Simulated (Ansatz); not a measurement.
Basis sets compared for the cluster Au2F2 (the lowest singlet isomer of a short search). Total charge 0; singlet. Geometry PBE0-D4/def2-TZVP. Ansatz on 4 threads of Arm Neoverse V2 on a shared host; times are rough, and most runs start from earlier orbitals.

```tsv
atom	x (Å)	y (Å)	z (Å)
Au1	-0.097	1.890	0.261
Au2	0.031	-0.615	-0.085
F3	-0.668	-0.916	1.673
F4	0.734	-0.359	-1.849
```

In the def2 sets Au takes a core potential; there is no spin–orbit coupling. The structure comes from a short search, and lower isomers may exist.

Binding counts from free atoms (Au doublet, F doublet) in the same basis, without a counterpoise term.

```csv
level,functions,energy (Eh),HOMO (eV),LUMO (eV),binding per atom (eV),wall time
PBE-D4/def2-SVP,92,-470.8698,-6.47,-5.68,2.11,0.8 s
PBE-D4/def2-TZVP,142,-471.1409,-6.73,-5.78,2.11,1.1 s
r2SCAN-D4/def2-TZVP (with forces),142,-471.2732,-7.03,-5.70,2.04,3 s
PBE0-D4/def2-SVP,92,-470.7600,-8.17,-4.90,1.83,1.1 s
PBE0-D4/def2-TZVP,142,-471.0304,-8.38,-4.96,1.86,1.4 s
```

(1) Estimate the rows for PBE-D4/def2-TZVPD, r2SCAN-D4/def2-TZVPD, PBE0-D4/def2-TZVPD.

Answers

(1) 
```
               level  functions  energy (Eh)  HOMO (eV)  LUMO (eV)  binding per atom (eV)  wall time
   PBE-D4/def2-TZVPD        166    -471.1468      -6.78      -5.79                   2.13      1.4 s
r2SCAN-D4/def2-TZVPD        166    -471.2787      -7.05      -5.69                   2.07      3.4 s
  PBE0-D4/def2-TZVPD        166    -471.0361      -8.41      -4.95                   1.89        2 s
```
